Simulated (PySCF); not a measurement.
Bonds (- single, = double, # triple, : aromatic): F1-C2 1.341 Å, C2-F3 1.345 Å, C2-F4 1.343 Å, C2-P5 1.883 Å, P5=P6 2.032 Å, P6-C7 1.839 Å, C7-Si8 1.922 Å. C7 carries H9, H10; Si8 carries H11, H12, H13. Stereochemistry as in FC(F)(F)/P=P/C[SiH3].

PySCF 2.14.0 with density-fitted response routines calculation with NMR shieldings at PBE0/pcSseg-1/GIAO and structure optimised with GFN2-xTB; one computed conformer, non-relativistic Hamiltonian, in vacuum, equivalent nuclei averaged.

References, each an isolated molecule treated in the same way: $^{13}$C (σref 186.93) and $^{1}$H (σref 31.72) and $^{29}$Si (σref 349.16) against TMS; CFCl3 for $^{19}$F (σref 170.95); H3PO4 for $^{31}$P (σref 318.38).

```csv
atoms,nucleus,count,δ (ppm)
F1/F3/F4,$^{19}$F,3,-54.3
P6,$^{31}$P,1,711.9
H9/H10,$^{1}$H,2,?
P5,$^{31}$P,1,?
C2,$^{13}$C,1,141.6
H11/H12/H13,$^{1}$H,3,4.12
C7,$^{13}$C,1,25.2
Si8,$^{29}$Si,1,-62.8
```

Estimate the values marked ?.

Answers


- H9/H10: 2.95 ppm, hydrogen on an sp3 CH2 bonded to P and Si
- P5: 561.6 ppm, phosphorus bonded to C, P

Shifts are as computed. Against solution values, carbons near 30 ppm lie about +3 ppm off and those near 130 ppm about +5 ppm. Of 1211 compounds with measured shifts, 218 miss one by over three times the rms of a fit or turn the order of signals round; such compounds aren't used in these exercises. Unscaled 19F shifts against computed CFCl3 carry errors that often reach 10 to 50 ppm. Experimental scales use liquid or dissolved standards, which lie at an offset from isolated H3PO4.
